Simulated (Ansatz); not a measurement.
Start from `[Cl][GeH]` and change one atom or group to get `[SH][Ge][Cl]`.

Ansatz, PBE0-D4/def2-TZVP geometries, multiplicity 1. Each molecule was computed in one conformer, which needn't be the lowest.

Outer-core shells of Ge are correlated without core-valence functions. Scalar relativity is left out up to krypton. Spin–orbit coupling is left out.

```
                                            property  `[Cl][GeH]`
                   LUMO energy (PBE/def2-TZVPP) / eV        -3.85
  size of the dipole moment (ωB97M-V/def2-TZVPP) / D         1.87
vertical ionisation energy (CCSD(T)/def2-TZVPP) / eV         9.58
                 LUMO energy (B3LYP/def2-TZVPP) / eV        -3.28
    size of the dipole moment (B3LYP/def2-TZVPP) / D         1.79
      size of the dipole moment (PBE/def2-TZVPP) / D         1.59
```

(1) Give the same properties after the change, and the shifts. (An estimate is asked.)

Answers

(1) The calculation gave: 
```csv
property,`[SH][Ge][Cl]`,shift
LUMO energy (PBE/def2-TZVPP) / eV,-3.41,0.44
size of the dipole moment (ωB97M-V/def2-TZVPP) / D,1.05,-0.82
vertical ionisation energy (CCSD(T)/def2-TZVPP) / eV,9.71,0.13
LUMO energy (B3LYP/def2-TZVPP) / eV,-2.89,0.39
size of the dipole moment (B3LYP/def2-TZVPP) / D,1.02,-0.77
size of the dipole moment (PBE/def2-TZVPP) / D,0.86,-0.73
```

With PBE0 the HOMO falls by 0.43 eV and the LUMO rises by 0.34 eV, so the gap widens by about 0.77 eV. PBE moves the HOMO by -0.46 eV and ωB97M-V by -0.36 eV. The zero-point energy changes by 9.5 kJ/mol with +3 modes. Dipoles are sizes alone; their direction can turn.

B3LYP here is the variant with VWN-RPA as its local correlation; programs differ in this.
